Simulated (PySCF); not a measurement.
CuH, charge +1, multiplicity 2. Atoms are numbered in the order given.

```xyz
2

Cu     0.0000     0.0000    -0.0501
H      0.0000     0.0000     1.4536
```
Charge +1, spin multiplicity 2.

Geometry optimised at PBE0-D3(BJ)/def2-TZVPD. The multiplicity is an assumed one; other spin states were not compared.

The numbers are results of PySCF with PBE0/def2-TZVPD, not measurements.

Mulliken values depend strongly on the basis, most of all with diffuse functions as here. ESP charges are fitted to the potential on shells at 1.4 to 2.0 van der Waals radii. Atomic charges (e):

```
atom  meta-Löwdin  ESP fit  Mulliken  Mulliken spin
----  -----------  -------  --------  -------------
Cu1             …     1.07      0.66           0.66
H2              …    -0.07      0.34           0.34
```

Task: Some entries are withheld; supply them. (Estimate from the structure and the level; the computed values follow.)

Result: 
- Cu1, meta-Löwdin: 0.97
- H2, meta-Löwdin: 0.03
